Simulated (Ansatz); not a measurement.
Compare A (`[OH][Ge]1([F])[CH2][SiH2]1`) with its isomer B (`F[C@@H]1[O][Ge@H]1[SiH3]`).

Program: Ansatz. Geometries: PBE0-D4/def2-TZVP. ΔE: electronic, gas phase. CCSD(T)/CBS adds triple-zeta CCSD(T) − MP2 to the extrapolated MP2 energy (def2 sets, frozen cores). Functionals use def2-TZVPP. B3LYP here is the variant with VWN-RPA as its local correlation; programs differ in this. For Ge outer-core shells are correlated without core-valence functions, which leaves a few kJ/mol of doubt a bond. Scalar relativity is left out up to krypton. Each species was taken in one conformer, which may not be the lowest.

Q: Which isomer does CCSD(T)/CBS put lower? Give the gap. (Best estimate.)

A: Ansatz gave: A, by 44.7 kcal/mol.

Q: Give E(B) − E(A) in kcal/mol with B3LYP, r2SCAN-D4, PBE0-D4, B3LYP-D4, CCSD/def2-TZVPP, HF/def2-TZVPP, PBE-D4. (Best estimate.)

A: Ansatz gave: B3LYP 40.2, r2SCAN-D4 41.2, PBE0-D4 41.7, B3LYP-D4 40.8, CCSD/def2-TZVPP 45.4, HF/def2-TZVPP 47.2, PBE-D4 38.0. None reverses the order clearly.

Largest T1 diagnostic: 0.016.

From PBE to PBE0 (25 % exact exchange), in def2-TZVPP and without D4, E(B) − E(A) moves by +3.8 kcal/mol.
